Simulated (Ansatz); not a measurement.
Mulliken charges of CuF$_{3}$HOP, SMILES `[OH][Cu-][P+](F)(F)F` from ωB97M-V/def2-TZVPP in Ansatz (PBE0-D4/def2-TZVP geometry).

```csv
atom,x (Å),y (Å),z (Å),charge (e)
O1,1.274,-2.383,0.251,-0.548
Cu2,0.469,-0.812,0.100,-0.054
P3,-0.396,1.088,-0.037,1.050
F4,-1.848,1.171,-0.567,-0.203
F5,0.269,2.148,-0.951,-0.203
F6,-0.546,1.934,1.252,-0.203
H7,0.777,-3.145,-0.049,0.162
```

Task: By hand: the dipole of these point charges (1 e Å = 4.8032 D).

Result: Σ q r = (-0.582, 0.916, -0.136) e Å, of length 1.094 e Å = 5.25 D.

Task: How does the dipole of the full density compare? (Estimate.)

Result: Ansatz gave: (-0.501, 0.563, -0.144) e Å, 3.69 D; the point charges give 1.42 times that, at 10° from its direction.

Point charges leave out the atoms' own dipoles, such as those of lone pairs, and Mulliken's split depends on the basis, so the two needn't agree.
